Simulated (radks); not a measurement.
The numbers below are computed, except where a source is named.
Species: Xe II. Configuration: [Kr] 4d10 5s1 5p5 6p1 (not the ground configuration). Code: a radial shooting solver on a logarithmic mesh with Libxc functionals. Model: Dirac Kohn-Sham, LDA (Slater exchange, Perdew-Wang correlation), spin-unpolarised, spherical densities, finite nucleus; open shells fill j = l - 1/2 first; Fermi nuclear charge, rms radius 4.7859 fm.

Spin-orbit splittings of the eigenvalues, e(l+1/2) - e(l-1/2), with zeta = 2 splitting/(2l+1) and mean radii in bohr:

| shell | occ. | splitting (eV) | zeta (eV) | <r> j=l-1/2 | <r> j=l+1/2 |
|---|---|---|---|---|---|
| 2p | 6 | 324.2 | 216.1 | 0.09624 | 0.1020 |
| 3p | 6 | 61.55 | 41.03 | 0.2965 | 0.3082 |
| 3d | 10 | 13.02 | 5.209 | 0.2789 | 0.2826 |
| 4p | 6 | 12.41 | 8.271 | 0.7454 | 0.7736 |
| 4d | 10 | 2.008 | 0.8032 | 0.8682 | 0.8790 |
| 5p | 5 | 1.592 | 1.061 | 2.032 | 2.116 |
| 5d | 0 | 0.1201 | 0.04804 | 3.323 | 3.368 |
| 6p | 1 | 0.2108 | 0.1405 | 5.465 | 5.633 |
| 7p | 0 | 0.07336 | 0.04891 | 10.82 | 11.12 |
